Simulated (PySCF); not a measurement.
AsGeH5, SMILES [GeH3][AsH2].

Geometry optimised at r2SCAN-D4/def2-TZVP.

These are HF/def2-TZVPD in PySCF values and carry that method's errors.

The molecule is in vacuum.

Computed frontier levels, gap, dipole moment and polarisability:
The highest occupied level comes out as -9.79 eV and the lowest empty level is 1.92 eV. The orbital gap is 11.71 eV. The dipole moment is 0.51 D and the quadrupole, principal values (traceless, Buckingham form, about the centre of nuclear charge) is -2.72, 0.86, 1.87 D·Å. The mean static polarisability is 66.4 bohr³ (9.83 Å³). The polarisability, principal values is 58.3, 58.4, 82.3 bohr³.
